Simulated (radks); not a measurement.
Values are calculated unless marked as measured or tabulated.
Task: Species: Ba39+. Configuration: [Ne] 3s2 3p5. Level of theory: Dirac Kohn-Sham, BLYP, spin-unpolarised, spherical densities, finite nucleus; open shells fill j = l - 1/2 first; Fermi nuclear charge, rms radius 4.8378 fm (a radial shooting solver on a logarithmic mesh with Libxc functionals). Some entries of the table are withheld. Estimate them.

| orbital | occ. | eigenvalue (Ry) | r(max) (bohr) |
|---|---|---|---|
| 1s1/2 | 2 | -2903.151 | 0.01642 |
| 2s1/2 | 2 | -593.8061 | (1) |
| 2p1/2 | 2 | -570.5087 | 0.07071 |
| 2p3/2 | 4 | -541.8751 | 0.07570 |
| 3s1/2 | 2 | -226.1374 | (2) |
| 3p1/2 | 2 | (3) | (4) |
| 3p3/2 | 3 | (5) | (6) |

Result: 
(1) 2s1/2 r(max) (bohr): 0.09258
(2) 3s1/2 r(max) (bohr): 0.2515
(3) 3p1/2 eigenvalue (Ry): -217.5032
(4) 3p1/2 r(max) (bohr): 0.2365
(5) 3p3/2 eigenvalue (Ry): -210.4974
(6) 3p3/2 r(max) (bohr): 0.2456
